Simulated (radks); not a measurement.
Pt4+, 74 electrons, occupied as [Xe] 4f14 5d6. Calculated with a radial shooting solver on a logarithmic mesh with Libxc functionals: scalar-relativistic Kohn-Sham, LDA (Slater exchange, Perdew-Wang correlation), spin-polarised, spherical densities, finite nucleus; open shells are filled with parallel spins first (spin-orbit coupling, left out, can overturn this in heavy ions); Fermi nuclear charge, rms radius 5.427 fm.

Unscreened Slater integrals over Kohn-Sham orbitals (cm^-1). They are taken over the spin-up orbitals.

\begin{tabular}{lr}
integral & value \\ \hline
F0(5d,5d) & 138650 \\
F2(5d,5d) & 73256 \\
F4(5d,5d) & 48994 \\
F0(5d,5p) & 155370 \\
F2(5d,5p) & 78369 \\
G1(5d,5p) & 94811 \\
G3(5d,5p) & 59006 \\
F0(5d,4f) & 177410 \\
F2(5d,4f) & 43041 \\
F4(5d,4f) & 20319 \\
G1(5d,4f) & 14365 \\
G3(5d,4f) & 13560 \\
G5(5d,4f) & 10858 \\
F0(5p,5p) & 181890 \\
F2(5p,5p) & 98290 \\
F0(5p,4f) & 223520 \\
F2(5p,4f) & 70109 \\
G2(5p,4f) & 27201 \\
G4(5p,4f) & 22927 \\
F0(4f,4f) & 389500 \\
F2(4f,4f) & 192560 \\
F4(4f,4f) & 122410 \\
F6(4f,4f) & 88534 \\
\end{tabular}

Derived for the open shells (J is the average intra-shell exchange parameter used in DFT+U). 5d: Racah B = F2/49 - 5 F4/441 = 939.5 cm^-1, C = 35 F4/441 = 3888 cm^-1, C/B = 4.14, F4/F2 = 0.669, J = (F2 + F4)/14 = 8732 cm^-1.
